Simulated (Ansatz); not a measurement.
In4Sb3⁺: single points at one geometry.

```yaml
crystal:
  periodic: [false, false, false]
  atoms:
    - {symbol: In, position_ang: [2.635420, -0.827895, -0.089297]}
    - {symbol: In, position_ang: [1.573427, 0.641786, 2.659693]}
    - {symbol: In, position_ang: [-3.246990, 1.426940, -0.006397]}
    - {symbol: In, position_ang: [0.336028, -2.684576, -1.597268]}
    - {symbol: Sb, position_ang: [0.086693, 2.016640, 0.206031]}
    - {symbol: Sb, position_ang: [-0.798614, 0.246889, -1.984865]}
    - {symbol: Sb, position_ang: [-0.585964, -0.819784, 0.812105]}
basis:
  gaussian: {orbitals: def2-TZVP, initial_orbitals: start.molden}
total_charge: 1
magnetization: {spin_polarized: true, initial_magnetization: 4}
hamiltonian: {xc: r2scan, dispersion: d4}
scf: {omitted_lower_state_checks: [starts]}
output: {orbitals: {seedname: orbitals}}
```

The file start.molden holds the orbitals of an earlier run on this structure, at another level or in another basis.

```sh
$ ansatz run in.yaml --threads 4 --pin off --events-out ev --progress --plain --max-ram 6963MiB
```

Output, abridged:

```
Functional definition: r2SCAN
2701 factors; their error is unknown
mean field evaluation 1: about -40323.5714 eV, gradient 6.0e0 eV
mean field evaluation 2: about -40323.7006 eV, gradient 1.6e-1 eV
mean field evaluation 4: about -40323.6934 eV, gradient 1.2e-3 eV
mean field evaluation 8: about -40323.6934 eV, gradient 2.6e-5 eV
mean field -40323.69335523 eV, -1481.8683984236 hartree, gradient 2.6e-5 eV, S^2 6.038674; 0 other end points of the search recorded, 0 dependent functions left out
reference -40323.69338561 eV, -1481.8683995401 hartree; 78, 74 occupied and 272, 276 virtual orbitals, 2701 factors
Total energy: -40323.83526572 eV, -1481.8736135381 hartree
Checks for a lower state left out: starts
```

It took 52 s on 4 threads of Arm Neoverse V1 on a shared host, peak host memory 1.2 GiB.

The first input with `hamiltonian: {xc: pbe0, dispersion: d4}` (abridged; 55 s):

```
Functional definition: PBE0
the host lacks memory for fits, so the integrals are decomposed
mean field -40308.94245738 eV, -1481.3263129263 hartree, gradient 3.1e-5 eV, S^2 6.031192
Total energy: -40309.61942526 eV, -1481.3511910371 hartree
Checks for a lower state left out: starts
```

As the first input, with `hamiltonian: {xc: pbe, dispersion: d4}` (abridged; 24 s):

```
Functional definition: PBE
mean field -40308.98304190 eV, -1481.3278043797 hartree, gradient 1.6e-5 eV, S^2 6.010185
Total energy: -40309.75161965 eV, -1481.3560490913 hartree
Checks for a lower state left out: starts
```

Geometry: PBE-D4/def2-SVP.

In the def2 sets In, Sb take a core potential; there is no spin–orbit coupling. At PBE0-D4/def2-TZVP a singlet of charge 1 lies 2.64 eV below the quintet, each at its own geometry. The structure comes from a short search, and lower isomers may exist.
